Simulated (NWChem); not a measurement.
System: CH$_{5}$InO$_{2}$; SMILES [CH3][In]([OH])[OH]

Here is an NWChem input.

```
start job
memory heap 200 mb stack 900 mb global 1100 mb
geometry units angstroms
  In     0.032093    -0.003252    -0.014064
  C      2.001562    -0.092781    -1.015675
  H      2.557508    -0.893954    -0.546279
  H      2.503242     0.859244    -0.876469
  H      1.847426    -0.292076    -2.071123
  O     -0.494320    -1.081217     1.518905
  H     -1.391684    -0.854737     1.766655
  O     -1.498360     1.139522    -0.470417
  H     -1.392552     1.732097    -1.210909
end
basis spherical
  * library def2-svp
end
ecp
  In library def2-ecp
end
dft
  xc pbe0
  iterations 150
end
driver
  maxiter 120
end
task dft optimize
dft
  grid fine
  convergence energy 1d-8 density 1d-7
end
task dft freq numerical
```

def2 effective core potentials on In; no spin-orbit coupling.

The level has its own optimisation; frequencies are unscaled.

### Question
What results follow from this input? (PBE0/def2-SVP with def2 effective core potentials on In.) Quantities: r C–In (Å); r C–H (Å); r H–O (Å); highest harmonic frequency (cm⁻¹); lowest (cm⁻¹); zero-point energy (kcal/mol).

### Answer
| Quantity | Value |
|---|---|
| r C–In (Å) | 2.140 |
| r C–H (Å) | 1.098 |
| r H–O (Å) | 0.964 |
| highest harmonic frequency (cm⁻¹) | 3902 |
| lowest (cm⁻¹) | 5 |
| zero-point energy (kcal/mol) | 38.7 |
